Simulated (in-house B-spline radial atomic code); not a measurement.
How G0W0 and RPA depend on the start: Sb⁴⁺

Configuration [Kr] 4d10 5s1, highest spin. Computed with an all-electron radial atomic-structure program (B-spline basis): all electrons, non-relativistic, point nucleus, each spin shell either full or empty, empty states to l = 9 with an (l + 1/2)⁻⁴ tail; G0W0 by contour deformation at full frequency.

Without relativity these are model numbers: it shifts the levels of so heavy an element strongly and can reorder them.

```tsv
start	mean-field 5s up (eV)	G0W0 (eV)	QP weight	RPA correlation (Eh)
Hartree-Fock	-51.71	?	?	?
LDA VWN5	-49.02	-53.94	0.963	-3.6775
PBE	-48.54	-53.87	0.963	-3.6716
PBE0	-49.51	-53.74	0.969	-3.5941
r2SCAN	-48.67	-53.81	0.966	-3.6208
HSE06	-49.20	-53.77	0.967	-3.6002
B3LYP (VWN-RPA)	-49.60	-53.82	0.967	-3.6111
SCAN	-48.91	-53.83	0.966	-3.619
TPSS	-48.26	-53.85	0.964	-3.657
BHandHLYP	-50.58	-53.67	0.973	-3.5234
CAM-B3LYP	-51.21	-53.74	0.972	-3.5805
LC-wPBE	-52.35	-53.66	0.976	-3.5826
wB97X	-51.67	?	?	?
PBEsol	-48.61	-53.89	0.963	-3.6738
BLYP	-48.67	-53.92	0.963	-3.6736
r2SCAN0	-49.68	-53.71	0.970	-3.5603
LDA exchange-only	-47.93	-53.99	0.964	-3.6766
```

**Question.** What G0W0 level, weight and RPA correlation energy follow from the wB97X start?

**Answer.** G0W0 level -53.62 eV, weight 0.975, RPA correlation -3.5663 hartree.

**Question.** What G0W0 level, weight and RPA correlation energy follow from the Hartree-Fock start?

**Answer.** G0W0 level -53.44 eV, weight 0.979, RPA correlation -3.3917 hartree.

**Question.** How much of the dependence on the start does G0W0 remove?

**Answer.** The mean-field levels span 4.42 eV and the G0W0 levels 0.553 eV. Against 55 ± 0.1 eV (NIST, semi-empirical) the G0W0 removal energies are off by -1.56 to -1.01 eV, with relativity, Breit and QED terms left out.
